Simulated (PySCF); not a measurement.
## Working with the constants of SiAs⁺

UHF-CCSD(T) constants of SiAs⁺, ³Σ⁻ (triplet), unpaired electrons π ↑↑ (basis Si pcseg-1, As pcseg-1; no relativity; PySCF 2.14; masses 27.9769 and 74.9216 u):

* ωe: 386.4 cm⁻¹
* ωexe: 1.52 cm⁻¹
* Be: 0.1482 cm⁻¹
* αe: 0.000754 cm⁻¹
* D (centrifugal): 8.72e-08 cm⁻¹
* De to Si⁺ + As: 2.24 eV

(1) Give the vibrational terms G(v) and spacings up to v = 6.

(2) How well does the Morse estimate ωe²/(4ωexe) reproduce De, and what is D0?

Correlated steps freeze 14 core orbitals. Correlated levels converge slowly with the basis: in double zeta they bind strong bonds too weakly, by up to about 1 eV, and carry superposition errors of some tenths. Spin–orbit coupling is left out. For an ion De counts to the pair picked by the measured ionisation energies or electron affinities, which need not be the lowest pair at this level. The state was picked by a PBE0 search and need not be the measured ground state.

## Answers

(1) G(v) = ωe(v+½) − ωexe(v+½)².

```
v  G(v) (cm⁻¹)  G(v) − G(v−1)  Bv (cm⁻¹)
0        192.8                    0.1478
1        576.2          383.4     0.1471
2        956.5          380.3     0.1463
3       1333.8          377.3     0.1456
4       1708.0          374.2     0.1448
5       2079.2          371.2     0.1441
6       2447.4          368.2     0.1433
```

(2) It gives 3.04 eV, 136 % of the computed De. D0 = De − G(0) = 2.24 − 0.02 = 2.22 eV.
